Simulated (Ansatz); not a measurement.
`C[O][GeH]([F])[Cl]` + HI → `[F][GeH]([Cl])[I]` + CH₃OH at 400 K and 1 bar (ligand exchange at a Ge–O bond).

Computed with Ansatz on PBE0-D4/def2-TZVP structures; ΔE is electronic, products minus reactants. CCSD(T)/CBS adds triple-zeta CCSD(T) − MP2 to the extrapolated MP2 energy (def2 sets, frozen cores). This one scheme is used for every species. Elements past krypton have def2 core potentials. For Ge, I outer-core shells are correlated without core-valence functions, which leaves a few kJ/mol of doubt a bond. Scalar relativity is left out up to krypton. One conformer a species, not always the lowest.

```
             species  CCSD(T)/CBS energy (Eh)  H − E (kJ/mol)  S (J/(mol·K))
`C[O][GeH]([F])[Cl]`              -2751.40462           174.9          400.2
                  HI               -298.03592            25.7          215.0
 `[F][GeH]([Cl])[I]`              -2933.83800            59.2          372.2
               CH₃OH               -115.61712           151.2          252.6
```

H − E and S are ideal-gas, rigid-rotor, harmonic terms from PBE0-D4/def2-TZVP, for one conformer and one mirror image of each species. 1 Eh = 2625.50 kJ/mol, R = 8.31446 J/(mol·K).

Problem. By hand: ΔE, ΔH, ΔS and ΔG.

Solution. ΔE = (-2933.83800) + (-115.61712) − (-2751.40462) − (-298.03592) = -0.01458 Eh = -38.3 kJ/mol. Δ(H − E) = 59.2 + 151.2 − 174.9 − 25.7 = 9.8, so ΔH = -28.5 kJ/mol. ΔS = 372.2 + 252.6 − 400.2 − 215.0 = 9.6 J/(mol·K). ΔG = -28.5 − 400 × (9.6)/1000 = -32.3 kJ/mol.

Problem. By hand: the equilibrium constant, and the temperature at which ΔG would vanish if ΔH and ΔS stayed fixed.

Solution. log₁₀ K = −ΔG/(RT ln 10) = 4.2. ΔH and −TΔS have one sign here, so there is no such temperature.

The number of gas molecules stays the same, so ΔS is small and ΔH decides. A doubt of 5 kJ/mol in ΔE shifts log₁₀ K by 0.7 here. Other conformers and mirror images would add mixing entropy, several J/(mol·K) or more a flexible species. Modes under 60 cm⁻¹, often nearly free rotors, make the harmonic entropy too high. These are equilibria of isolated gas molecules and say nothing of rates. Largest T1 diagnostic: 0.012 (customary marks: 0.02 for closed shells, 0.045 for open ones).

ΔS is within the doubt of such terms, so its sign, and with it that verdict, could turn.
